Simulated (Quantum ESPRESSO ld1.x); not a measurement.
Task: All-electron atom: In35+ in [Ne] 3s2 3p1 4d1 (not the ground configuration). Calculated with ld1.x of Quantum ESPRESSO 7.5: scalar-relativistic Kohn-Sham, BLYP, spin-unpolarised, spherical densities, point nucleus. Some entries of the table are withheld. Estimate them.

| orbital | occ. | eigenvalue (eV) | <1/r> (bohr^-1) |
|---|---|---|---|
| 1s | 2 | -29835.524 | 51.88 |
| 2s | 2 | -6127.600 | 12.00 |
| 2p | 6 | (1) | (2) |
| 3s | 2 | -2397.235 | 4.849 |
| 3p | 1 | -2270.476 | 4.683 |
| 4d | 1 | -1148.216 | 2.424 |

Result: 
(1) 2p eigenvalue (eV): -5723.828
(2) 2p <1/r> (bohr^-1): 11.54
